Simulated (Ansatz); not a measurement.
NiO₂⁻. The state is a doublet with charge -1. Geometry PBE0-D4/def2-TZVPD.

| atom | x (Å) | y (Å) | z (Å) |
| --- | --- | --- | --- |
| Ni1 | 0.015 | 0.021 | -0.014 |
| O2 | 0.855 | 1.191 | -0.790 |
| O3 | -0.870 | -1.212 | 0.804 |

The 6-31G sets use Cartesian d functions. B3LYP takes the VWN-RPA correlation. At HF/6-31G, HF/def2-TZVPD, B3LYP-D4/6-31G, PBE0-D4/def2-SVPD and others the charge -1 doublet is spin-contaminated (final ⟨S²⟩ up to 1.75, 0.75 for a pure state). The order of the spin states hangs on the level: the quartet lies 0.17 eV below the doublet at PBE0-D4/def2-TZVPD, but 0.15 eV above it at HF/6-31G. The structure comes from a short search, and lower isomers may exist.

(1) Estimate the α-spin orbital energies around the gap (eV) in Ansatz with HF/6-31G, HF/def2-TZVPD, B3LYP-D4/6-31G, PBE0-D4/def2-SVPD, PBE0-D4/def2-TZVPD.

## Answers

(1) 
| orbital | HF/6-31G | HF/def2-TZVPD | B3LYP-D4/6-31G | PBE0-D4/def2-SVPD | PBE0-D4/def2-TZVPD |
| --- | --- | --- | --- | --- | --- |
| HOMO−13 | -86.02 | -85.75 | -66.85 | -68.02 | -68.11 |
| HOMO−12 | -85.95 | -85.71 | -66.74 | -67.98 | -68.05 |
| HOMO−11 | -26.09 | -26.58 | -18.43 | -18.97 | -19.47 |
| HOMO−10 | -24.63 | -25.37 | -17.52 | -18.14 | -18.63 |
| HOMO−9 | -15.19 | -15.65 | -5.29 | -6.25 | -6.31 |
| HOMO−8 | -14.73 | -15.18 | -5.18 | -6.21 | -6.28 |
| HOMO−7 | -13.10 | -13.69 | -4.57 | -5.58 | -5.64 |
| HOMO−6 | -13.08 | -13.20 | -2.50 | -3.58 | -3.74 |
| HOMO−5 | -13.02 | -13.17 | -2.50 | -3.57 | -3.74 |
| HOMO−4 | -7.42 | -8.16 | -2.24 | -3.08 | -3.15 |
| HOMO−3 | -7.34 | -7.93 | -2.03 | -3.06 | -3.11 |
| HOMO−2 | -4.24 | -5.10 | -1.31 | -2.23 | -2.32 |
| HOMO−1 | -3.82 | -4.64 | -1.17 | -1.74 | -1.78 |
| HOMO | -3.40 | -4.53 | -0.63 | -1.61 | -1.68 |
| LUMO | 6.57 | 5.15 | 1.94 | 1.69 | 1.71 |
| LUMO+1 | 7.12 | 5.52 | 5.15 | 4.38 | 4.23 |
| LUMO+2 | 7.43 | 6.12 | 5.45 | 5.10 | 4.79 |
| LUMO+3 | 9.24 | 6.22 | 5.56 | 5.16 | 5.03 |
| LUMO+4 | 9.70 | 7.13 | 6.65 | 5.18 | 5.10 |
| LUMO+5 | 14.95 | 7.82 | 11.33 | 7.71 | 6.59 |
| β HOMO | -3.45 | -3.73 | -0.77 | -1.27 | -1.30 |
| β LUMO | 7.20 | 5.15 | 3.15 | 3.09 | 3.04 |
